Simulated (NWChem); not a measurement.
# CH$_{3}$F$_{3}$OSi; SMILES OC[Si](F)(F)F

```xyz
9

O      0.0879     2.3031    -0.0754
C     -0.8628     1.2373    -0.1760
Si    -0.0093    -0.4203    -0.0142
F      0.9095    -0.7730    -1.2684
F     -1.0495    -1.6182     0.1732
F      0.9336    -0.3773     1.2775
H      0.4638     2.2853     0.8189
H     -1.6765     1.3351     0.5609
H     -1.3263     1.3316    -1.1634
```
Atoms are numbered in this order, from 1.

Results from NWChem. Medium grid unless said otherwise, to which SCAN and Minnesota functionals are sensitive. Structure relaxed at the B3LYP/6-31G* (spherical d) level. Hybrids' shares of exact exchange are those that their runs print; pure functionals count as 0. The functionals differ in more than this share.

```csv
row,share of exact exchange,orbital gap (eV)
PBE/def2-TZVP,0.00,6.00
r2SCAN/def2-TZVP,0.00,6.88
TPSSh/def2-TZVP,0.10,7.38
B3LYP/def2-TZVP,0.20,8.03
M06-2X/def2-TZVP,0.54,withheld
```

Q: Fit a straight line of the last column on the one before it, predict the withheld value, and compare with the run.

A: 
1. Means of the 4 shown rows: x = 0.075, y = 7.072. Slope Σ(x − x̄)(y − ȳ)/Σ(x − x̄)² = 0.2222/0.02750 = 8.082; intercept 6.466.
2. The shown rows scatter about the line by 0.317 (root mean square); the largest residual is -0.47, at PBE/def2-TZVP.
3. At x = 0.54 (M06-2X/def2-TZVP; beyond the shown range) the line gives 10.83.
4. The run gives 10.91, +0.08 from the line, 0.3 times the scatter.
